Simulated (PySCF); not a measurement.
```xyz
3
charge 1 multiplicity 3, angstrom
Tc    0.0000    0.0000   -0.7738
Se    1.8168    0.0000    0.4788
Se   -1.8168    0.0000    0.4788
```

Method: PySCF, UPBE, basis Tc def2-SVP with ECP28, Se def2-SVP (scalar-relativistic core potentials, no spin–orbit coupling, density fitting).

This geometry of [TcSe2]+ is a stationary point at this level.

Problem. What is the point group?

Solution. C2v.

Problem. Is it a minimum?

Solution. Yes: all harmonic wavenumbers are real.

Problem. What are the dipole moment and the gap between the highest occupied and lowest empty levels of either spin?

Solution. 2.25 D about the centre of mass and 0.77 eV.

Problem. Give the ideal-gas entropy at 298.15 K and 1 bar by parts.

Solution. translation 178.1, rotation 114.5, vibration 21.1, spin 9.1; total 323.0 J/(mol K).

Only a few start shapes were tried, so a lower isomer may exist. With open d or f shells other occupations or spin states may lie lower.
